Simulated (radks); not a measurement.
Question: Species: a nucleus of charge 8.4 with 8 electrons. Configuration: [He] 2s2 2p4. All-electron calculation, non-relativistic Kohn-Sham, r2SCAN, spin-polarised, spherical densities, point nucleus; open shells are filled with parallel spins first; meta-GGA in the generalised Kohn-Sham scheme. Program: a radial shooting solver on a logarithmic mesh with Libxc functionals. Some entries of the table are withheld. Estimate them.

orbital,occ.,eigenvalue (hartree),r(max) (bohr),<1/r> (bohr^-1)
1s up,1,-21.49254,0.1231,(1)
1s down,1,-21.42482,0.1230,(2)
2s up,1,-1.31160,0.8144,(3)
2s down,1,-1.14431,0.8298,(4)
2p up,3,-0.66375,0.7524,1.239
2p down,1,-0.49297,0.7868,1.166

Answer: 
(1) 1s up <1/r> (bohr^-1): 8.015
(2) 1s down <1/r> (bohr^-1): 8.035
(3) 2s up <1/r> (bohr^-1): 1.392
(4) 2s down <1/r> (bohr^-1): 1.341
